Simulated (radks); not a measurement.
Problem. C IV, 3 electrons, occupied as [He] 2s(up 0.625, down 0.375) (fractional occupations, a model configuration). Calculated with a radial shooting solver on a logarithmic mesh with Libxc functionals: scalar-relativistic Kohn-Sham, r2SCAN, spin-polarised, spherical densities, finite nucleus; meta-GGA in the generalised Kohn-Sham scheme; Fermi nuclear charge, rms radius 2.4702 fm. Some entries of the table are withheld. Estimate them.

orbital   occ.  eigenvalue (hartree)  r(max) (bohr)  <r^2> (bohr^2)
1s up        1             -12.34357         0.1737             (1)
1s down      1             -12.33526         0.1738             (2)
2s up    0.625              -2.08227            (3)           1.936
2s down  0.375              -2.02669            (4)           1.974

Solution. 
(1) 1s up <r^2> (bohr^2): 0.09711
(2) 1s down <r^2> (bohr^2): 0.09712
(3) 2s up r(max) (bohr): 1.089
(4) 2s down r(max) (bohr): 1.093
